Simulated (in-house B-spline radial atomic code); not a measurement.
Computed with a B-spline radial atomic code. Model: two electrons, singlet ground state, non-relativistic, full CI in B-splines with partial waves to l = 8 (at full coupling up to 3e-4 hartree above the limit, correlation up to 0.6 % small), density held at that of full coupling by Lieb maximisation.

Along the adiabatic connection the electron repulsion is scaled by a coupling λ while a local potential keeps the density fixed. At λ = 0 the system is the Kohn-Sham one and W equals the exchange energy; the exchange-correlation energy is the area under W between 0 and 1. The kinetic energy rises with λ as the electrons avoid each other, with dT/dλ = −λ dW/dλ.

Command:
```bash
python run_ac.py task.json out
```
Settings (lengths in bohr, energies in hartree):
```
potential              ball
strength               1
lmax                   8
wall_radius            0.881
```

Run time, properties included: 2.1 s on 1 thread of Intel(R) Xeon(R) Processor @ 2.30GHz, on a shared host.

**W = mean repulsion less Hartree energy, and W of three functionals.**

Given: confinement empty hard sphere; hard wall radius 0.881 bohr; external potential zero inside.

Computed: LDA exchange minus exact 267.7 millihartree; SCAN exchange minus exact -19.4 millihartree.

```json
{"coupling": "0", "W xc (hartree)": "-1.9992", "W xc minus exchange (millihartree)": "0", "kinetic minus Kohn-Sham (millihartree)": "0", "LDA (PW92) W minus its exchange (millihartree)": "0", "PBE W minus its exchange (millihartree)": "0", "SCAN W minus its exchange (millihartree)": "0"}
{"coupling": "0.02", "W xc (hartree)": "-2.0015", "W xc minus exchange (millihartree)": "-2.224", "kinetic minus Kohn-Sham (millihartree)": "0", "LDA (PW92) W minus its exchange (millihartree)": "-13.76", "PBE W minus its exchange (millihartree)": "-4.07", "SCAN W minus its exchange (millihartree)": "-1.96"}
{"coupling": "0.05", "W xc (hartree)": "-2.0048", "W xc minus exchange (millihartree)": "-5.539", "kinetic minus Kohn-Sham (millihartree)": "0.1", "LDA (PW92) W minus its exchange (millihartree)": "-28.85", "PBE W minus its exchange (millihartree)": "-9.97", "SCAN W minus its exchange (millihartree)": "-4.86"}
{"coupling": "0.12", "W xc (hartree)": "?", "W xc minus exchange (millihartree)": "?", "kinetic minus Kohn-Sham (millihartree)": "?", "LDA (PW92) W minus its exchange (millihartree)": "?", "PBE W minus its exchange (millihartree)": "?", "SCAN W minus its exchange (millihartree)": "?"}
{"coupling": "0.25", "W xc (hartree)": "-2.0262", "W xc minus exchange (millihartree)": "-27.001", "kinetic minus Kohn-Sham (millihartree)": "3.3", "LDA (PW92) W minus its exchange (millihartree)": "-97.56", "PBE W minus its exchange (millihartree)": "-45.04", "SCAN W minus its exchange (millihartree)": "-23.4"}
{"coupling": "0.4", "W xc (hartree)": "-2.0416", "W xc minus exchange (millihartree)": "-42.397", "kinetic minus Kohn-Sham (millihartree)": "8.3", "LDA (PW92) W minus its exchange (millihartree)": "-135.72", "PBE W minus its exchange (millihartree)": "-68.1", "SCAN W minus its exchange (millihartree)": "-36.6"}
{"coupling": "0.6", "W xc (hartree)": "-2.0613", "W xc minus exchange (millihartree)": "-62.04", "kinetic minus Kohn-Sham (millihartree)": "18.1", "LDA (PW92) W minus its exchange (millihartree)": "-178.35", "PBE W minus its exchange (millihartree)": "-95.93", "SCAN W minus its exchange (millihartree)": "-53.43"}
{"coupling": "0.8", "W xc (hartree)": "-2.08", "W xc minus exchange (millihartree)": "-80.724", "kinetic minus Kohn-Sham (millihartree)": "31.2", "LDA (PW92) W minus its exchange (millihartree)": "-214.94", "PBE W minus its exchange (millihartree)": "-121.21", "SCAN W minus its exchange (millihartree)": "-69.47"}
{"coupling": "1", "W xc (hartree)": "-2.0978", "W xc minus exchange (millihartree)": "-98.505", "kinetic minus Kohn-Sham (millihartree)": "47.2", "LDA (PW92) W minus its exchange (millihartree)": "-247.32", "PBE W minus its exchange (millihartree)": "-144.46", "SCAN W minus its exchange (millihartree)": "-84.8"}
{"coupling": "1.4", "W xc (hartree)": "?", "W xc minus exchange (millihartree)": "?", "kinetic minus Kohn-Sham (millihartree)": "?", "LDA (PW92) W minus its exchange (millihartree)": "?", "PBE W minus its exchange (millihartree)": "?", "SCAN W minus its exchange (millihartree)": "?"}
{"coupling": "2", "W xc (hartree)": "-2.1748", "W xc minus exchange (millihartree)": "-175.6", "kinetic minus Kohn-Sham (millihartree)": "161.3", "LDA (PW92) W minus its exchange (millihartree)": "-371.82", "PBE W minus its exchange (millihartree)": "-239.97", "SCAN W minus its exchange (millihartree)": "-152.7"}
{"coupling": "3", "W xc (hartree)": "-2.2361", "W xc minus exchange (millihartree)": "-236.83", "kinetic minus Kohn-Sham (millihartree)": "313.3", "LDA (PW92) W minus its exchange (millihartree)": "-461.36", "PBE W minus its exchange (millihartree)": "-313.21", "SCAN W minus its exchange (millihartree)": "-209.12"}
{"coupling": "4.5", "W xc (hartree)": "-2.3068", "W xc minus exchange (millihartree)": "-307.53", "kinetic minus Kohn-Sham (millihartree)": "575.7", "LDA (PW92) W minus its exchange (millihartree)": "-561.34", "PBE W minus its exchange (millihartree)": "-398.26", "SCAN W minus its exchange (millihartree)": "-278.17"}
{"coupling": "7", "W xc (hartree)": "-2.3886", "W xc minus exchange (millihartree)": "-389.31", "kinetic minus Kohn-Sham (millihartree)": "1038.7", "LDA (PW92) W minus its exchange (millihartree)": "-678.07", "PBE W minus its exchange (millihartree)": "-500.92", "SCAN W minus its exchange (millihartree)": "-364.79"}
{"coupling": "10", "W xc (hartree)": "-2.4529", "W xc minus exchange (millihartree)": "-453.68", "kinetic minus Kohn-Sham (millihartree)": "1579.1", "LDA (PW92) W minus its exchange (millihartree)": "-774.3", "PBE W minus its exchange (millihartree)": "-587.61", "SCAN W minus its exchange (millihartree)": "-438.8"}
```

Problem. What belongs in the row 0.12?

Solution. W xc (hartree): -2.0124; W xc minus exchange (millihartree): -13.175; kinetic minus Kohn-Sham (millihartree): 0.8; LDA (PW92) W minus its exchange (millihartree): -56.83; PBE W minus its exchange (millihartree): -22.97; SCAN W minus its exchange (millihartree): -11.49.

Problem. What belongs in the row 1.4?

Solution. W xc (hartree): -2.1308; W xc minus exchange (millihartree): -131.56; kinetic minus Kohn-Sham (millihartree): 86.8; LDA (PW92) W minus its exchange (millihartree): -303.15; PBE W minus its exchange (millihartree): -186.22; SCAN W minus its exchange (millihartree): -113.59.

Problem. What is the PBE exchange minus exact?

Solution. 84.137 millihartree.

**Energy parts, natural occupations and partial-wave weights.**

Computed: total energy 14.6780 hartree; exchange energy -1.9992 hartree; correlation energy -0.051313 hartree; kinetic part of the DFT correlation energy 0.047193 hartree; initial slope twice GL2 -0.1115 hartree; kinetic part over minus potential part 0.47909; Hartree energy 3.9985 hartree.

```json
{"natural": "s", "occupation of the shell (electrons)": "1.9942"}
{"natural": "p", "occupation of the shell (electrons)": "?"}
{"natural": "d", "occupation of the shell (electrons)": "0.00024321"}
{"natural": "s", "occupation of the shell (electrons)": "0.00012554"}
{"natural": "f", "occupation of the shell (electrons)": "3.2822e-05"}
{"natural": "p", "occupation of the shell (electrons)": "2.5313e-05"}
```

Problem. What belongs in the row p?

Solution. occupation of the shell (electrons): 0.0053712.

```
wave      weight
   s     0.99715
   p   0.0026989
   d           ?
   f  1.7479e-05
   g  4.0173e-06
```

Problem. What belongs in the row d?

Solution. weight: 0.00012496.

Problem. What is the Lieb Oxford ratio E_xc over LDA exchange?

Solution. 1.1842.

Problem. What is the Kohn-Sham kinetic?

Solution. 12.73 hartree.

Half-way to full coupling W has made 53 % of its drop, against 50 % for a straight line, and second-order (GL2) theory, half the initial slope, overshoots the correlation energy by about 9 %: a moderate bend, as in light atoms. Over couplings 0 to 1 the errors in E_xc come to about +171 millihartree for LDA, +56 millihartree for PBE, -12 millihartree for SCAN, so SCAN is nearest. In LDA and PBE and SCAN the errors of exchange and correlation have opposite signs, so the sum is smaller than the larger of the two.
